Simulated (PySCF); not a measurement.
# What a mistake does to a calculation on AlBCH6N

All numbers below are calculated, not measured. They come from PySCF 2.14.0, an open-source quantum chemistry program, on an isolated molecule that a program drew, which may never have been made. The molecule is AlBCH6N (charge 0, doublet), drawn as the SMILES string `C[B](N)[AlH]`.

Each row is a Hartree-Fock (HF) and frozen-core CCSD(T) single point in the cc-pV(D+d)Z basis, meant for a local HF minimum. Run 1 is clean. Each other run has one planted mistake out of seven kinds, and not every kind appears here: one electron removed, one electron added, multiplicity raised by two, geometry at a saddle point, minimal basis STO-3G, one bond length entered in bohr, all coordinates scaled. The reference is restricted for singlets and unrestricted otherwise, and also for a bond in bohr. Adding or removing an electron swaps singlet and doublet. Electrons count all cores. HOMO and LUMO are orbital energies over both spins, the gradient is its largest component, and the lowest frequency (negative if imaginary) is given only where the gradient is small. Bond lengths are over the 9 bonds as drawn. T1 is the CCSD diagnostic: over 0.02 (restricted) or 0.045 (unrestricted) a single reference is doubtful.

Geometry of the clean run:
```xyz
10
AlBCH6N, angstrom
C     1.2782    0.9395   -2.2806
B     1.2419   -0.3702   -1.3691
N     1.3624   -1.6205   -1.9844
Al    1.0527   -0.1926    0.8038
H     0.3580    1.5226   -2.1623
H     2.0992    1.6018   -1.9821
H     1.4009    0.7219   -3.3484
H     1.4621   -1.7223   -2.9760
H     1.3720   -2.4935   -1.5011
H    -0.3052    0.3280    1.4782
```

| run | electrons | basis functions | <S^2> | HOMO (eV) | LUMO (eV) | gradient (hartree/bohr) | lowest frequency (cm^-1) | mean bond (Å) | longest bond (Å) | T1 | HF (hartree) | CCSD(T) (hartree) | mistake |
|---|---|---|---|---|---|---|---|---|---|---|---|---|---|
| 1 | 37 | 95 | 0.761 | -7.14 | 0.96 | 1.3e-05 | 81 | 1.3416 | 2.188 | 0.0158 | -362.42069 | -362.93267 | no fault |
| 2 | 36 | 95 | 0.000 | -15.26 | -5.76 | 4.2e-02 | - | 1.3416 | 2.188 | 0.0172 | -362.18327 | -362.69312 | one electron removed |
| 3 | 37 | 30 | 0.760 | -3.53 | 8.09 | 4.5e-02 | - | 1.3416 | 2.188 | 0.0169 | -357.98102 | -358.19300 | minimal basis STO-3G |
| 4 | 37 | 95 | 3.757 | -5.80 | -0.73 | 8.2e-02 | - | 1.3416 | 2.188 | 0.0267 | -362.31695 | -362.81539 | multiplicity raised by two |
| 5 | 37 | 95 | 0.760 | -6.81 | 1.16 | 1.2e-01 | - | 1.2168 | 1.985 | 0.0139 | -362.32683 | -362.82656 | all coordinates scaled |
| 6 | 37 | 95 | 1.427 | -7.45 | 0.69 | 2.5e-02 | - | 1.4500 | 2.188 | 0.0543 | -362.29946 | -362.80943 | ? |

**Which mistake was planted in run 6, and what did it cost?**

The mean bond changes by a factor of 1.081 and the longest by 1.000, so the molecule wasn't scaled as a whole. A length L in bohr read as angstrom grows by (1/0.5292 - 1) L = 0.890 L. The 9 bonds together grew by 9 x 0.1084 = 0.976 Å, which gives L = 1.097 Å. That is the length of one of the C-H bonds, 1.097 Å in the clean geometry. So the mistake is: one bond length entered in bohr. Subtracting run 1 and multiplying by 627.51 kcal/mol a hartree, the energy moved by 76.1 kcal/mol in HF and 77.3 kcal/mol in CCSD(T).

Cautions from the logs. Run 6: T1 is over the limit, so its CCSD(T) energy is less reliable.
